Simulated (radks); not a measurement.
Values are calculated unless marked as measured or tabulated.
Q: Isoelectronic series with 70 electrons, each ion in its NIST ground configuration. Level of theory: Dirac Kohn-Sham, PBE, spin-unpolarised, spherical densities, point nucleus; open shells fill j = l - 1/2 first (a radial shooting solver on a logarithmic mesh with Libxc functionals). Total energies (hartree) and orbital eigenvalues (eV):

ion,configuration,E (hartree),4f7/2,4f5/2,5p3/2
Yb,[Xe] 4f14 6s2,-14075.9597,-2.4429,-3.7589,-25.7085
Lu+,[Xe] 4f14 6s2,-14580.8950,-17.7558,-19.2801,-38.4226
Hf2+,[Xe] 4f14 5d2,-15096.8957,-30.8154,-32.5598,-48.1946
Ta3+,[Xe] 4f14 5d2,-15624.2031,-51.6147,-53.5999,-64.3840
W4+,[Xe] 4f14 5d2,-16162.7195,-75.2985,-77.5434,-82.4824
Re5+,[Xe] 4f14 5d2,-16712.5235,-101.5309,-104.0555,-102.2370
Os6+,[Xe] 4f14 5d2,-17273.7069,-130.1167,-132.9420,-123.5148
Ir7+,[Xe] 4f14 5d2,-17846.3714,-160.9263,-164.0744,-146.2344
Au9+,[Xe] 4f14 5d2,-19026.5933,-228.8662,-232.7303,-195.7949
Hg10+,[Xe] 4f14 5d2,-19634.3948,-265.8705,-270.1300,-222.5669
Tl11+,[Xe] 4f14 5d2,-20254.1649,-304.8347,-309.5159,-250.6340
Pb12+,[Xe] 4f14 5d2,-20886.0444,-345.7219,-350.8524,-279.9785

Estimate the row of Pt8+ ([Xe] 4f14 5d2).

A: E (hartree) -18430.6275; 4f7/2 -193.8663; 4f5/2 -197.3603; 5p3/2 -170.3409.
